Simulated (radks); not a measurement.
Task: Neutral lead, configuration [Xe] 4f14 5d10 6s1.5 6p2 6d0.5 (fractional occupations, a model configuration). Method: Dirac Kohn-Sham, exchange-only PBE, spin-unpolarised, spherical densities, point nucleus; open shells fill j = l - 1/2 first; computed with a radial shooting solver on a logarithmic mesh with Libxc functionals. Some entries of the table are withheld. Estimate them.

| orbital | occ. | eigenvalue (hartree) | <r^2> (bohr^2) |
|---|---|---|---|
| 1s1/2 | 2 | -3233.366 | 0.0003571 |
| 2s1/2 | 2 | -577.8464 | 0.005362 |
| 2p1/2 | 2 | -554.8482 | 0.003774 |
| 2p3/2 | 4 | -474.3645 | 0.004956 |
| 3s1/2 | 2 | -138.7200 | 0.03475 |
| 3p1/2 | 2 | -128.3600 | 0.03158 |
| 3p3/2 | 4 | -110.4027 | 0.03792 |
| 3d3/2 | 4 | -93.40911 | 0.02892 |
| 3d5/2 | 6 | -89.58847 | 0.03064 |
| 4s1/2 | 2 | -31.43051 | 0.1667 |
| 4p1/2 | 2 | -26.95012 | 0.1691 |
| 4p3/2 | 4 | -22.55379 | 0.2004 |
| 4d3/2 | 4 | -15.26615 | (1) |
| 4d5/2 | 6 | -14.44592 | (2) |
| 5s1/2 | 2 | -5.32735 | 0.8178 |
| 4f5/2 | 6 | -5.01163 | 0.2436 |
| 4f7/2 | 8 | -4.82677 | 0.2504 |
| 5p1/2 | 2 | -3.79959 | 0.9399 |
| 5p3/2 | 4 | -2.97739 | 1.140 |
| 5d3/2 | 4 | -0.87903 | 1.903 |
| 5d5/2 | 6 | -0.78410 | 2.058 |
| 6s1/2 | 1.5 | -0.48729 | 6.012 |
| 6p1/2 | 2 | -0.21131 | 10.31 |
| 6p3/2 | 0 | -0.15514 | 14.07 |
| 7s1/2 | 0 | -0.05192 | 64.78 |
| 6d3/2 | 0.5 | (3) | 256.7 |
| 6d5/2 | 0 | (4) | 266.6 |

Result: 
(1) 4d3/2 <r^2> (bohr^2): 0.2083
(2) 4d5/2 <r^2> (bohr^2): 0.2191
(3) 6d3/2 eigenvalue (hartree): -0.00941
(4) 6d5/2 eigenvalue (hartree): -0.00922
